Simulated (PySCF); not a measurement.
# Reading the logs of faulty runs: Al2BClH3 cation

Calculated results; nothing here was measured. They come from PySCF 2.14.0, an open-source quantum chemistry program, on an isolated molecule that a program drew, which may never have been made. The molecule is Al2BClH3 cation (charge +1, singlet), drawn as the SMILES string `[BH2][AlH][Al+][Cl]`.

Each row is a Hartree-Fock (HF) and frozen-core CCSD(T) single point in the cc-pV(D+d)Z basis, meant for a local HF minimum. Run 1 is clean. Each other run has one planted mistake out of seven kinds, and not every kind appears here: one electron removed, one electron added, multiplicity raised by two, geometry at a saddle point, minimal basis STO-3G, one bond length entered in bohr, all coordinates scaled. The reference is restricted for singlets and unrestricted otherwise, and also for a bond in bohr. Adding or removing an electron swaps singlet and doublet. Electrons count all cores. HOMO and LUMO are orbital energies over both spins, the gradient is its largest component, and the lowest frequency (negative if imaginary) is given only where the gradient is small. Bond lengths are over the 6 bonds as drawn. T1 is the CCSD diagnostic: over 0.02 (restricted) or 0.045 (unrestricted) a single reference is doubtful.

Geometry of the clean run:
```xyz
7
Al2BClH3 cation, angstrom
B    -0.5331    0.6077    1.4112
Al   -1.5913    1.9232    0.0882
Al   -4.3437    1.7343    0.3366
Cl   -6.3814    1.6135    0.4987
H    -0.2708   -0.5051    1.0655
H    -0.2266    0.9792    2.5042
H    -1.4014    3.0064   -1.0204
```

```
run  electrons  basis functions  <S^2>  HOMO (eV)  LUMO (eV)  gradient (hartree/bohr)  lowest frequency (cm^-1)  mean bond (Å)  longest bond (Å)      T1  HF (hartree)  CCSD(T) (hartree)                          mistake
  1         50               98  0.000     -14.81      -4.77                  2.8e-05                        64         1.8188             2.770  0.0138    -969.56181         -969.93663                         no fault
  2         50               98  0.000     -14.78      -5.10                  3.6e-05                      -133         1.8237             2.776  0.0131    -969.55936         -969.93360       geometry at a saddle point
  3         50               98  0.000     -11.86      -5.74                  2.7e-02                         -         2.2296             5.235  0.0128    -969.51641         -969.88727  one bond length entered in bohr
  4         50               35  0.000     -12.80       0.12                  3.8e-02                         -         1.8188             2.770  0.0115    -958.62223         -958.74350             minimal basis STO-3G
  5         49               98  0.794     -20.46     -12.65                  4.7e-02                         -         1.8188             2.770  0.0239    -969.05807         -969.40856             one electron removed
  6         50               98  2.031     -11.98      -6.21                  2.2e-02                         -         1.8188             2.770  0.0214    -969.45801         -969.82520                                ?
```

**Which mistake was planted in run 6, and what did it cost?**

Electrons, basis and geometry are unchanged, and <S^2> is 2.031, beside S(S+1) = 2.00 for a multiplicity of 3. So the mistake is: multiplicity raised by two. Subtracting run 1 and multiplying by 627.51 kcal/mol a hartree, the energy moved by 65.1 kcal/mol in HF and 69.9 kcal/mol in CCSD(T).

